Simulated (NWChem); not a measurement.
Species: CH₃BrGeO, singlet; SMILES C[O][Ge][Br]

```xyz
7

Ge     0.8738    -0.7210     0.0001
Br    -0.1345     1.4625    -0.0001
O     -0.5624    -1.7957    -0.0008
C     -1.9562    -1.5448     0.0004
H     -2.1888    -0.4576    -0.0176
H     -2.4170    -2.0276    -0.8882
H     -2.4109    -1.9952     0.9089
```
Atoms are numbered in this order, from 1.

Results from NWChem. Pople sets run with spherical d functions. Low-valent species are run as closed-shell singlets; no triplet was tried in these runs. All runs use the structure optimised with PBE-D3(BJ)/def2-SVP. Total energies compare along this basis series because the functional is fixed.

```
level           basis functions  energy (Ha)  highest occupied level (eV)  orbital gap (eV)  dipole (D)
--------------  ---------------  -----------  ---------------------------  ----------------  ----------
PBE/STO-3G                   49   -4711.7418                        -0.75              0.91        1.90
PBE/3-21G                    68   -4742.4354                        -6.32              3.51        1.76
PBE/6-31G*                   98   -4764.9304                        -6.64              3.56        1.60
PBE/6-311G**                142   -4765.4842                        -6.70              3.57        1.48
PBE/def2-TZVPD              215   -4765.5763                   (withheld)              3.57  (withheld)
```

Task: Some entries are withheld; supply them.

Result: 
- PBE/def2-TZVPD, highest occupied level (eV): -6.76
- PBE/def2-TZVPD, dipole (D): 1.35
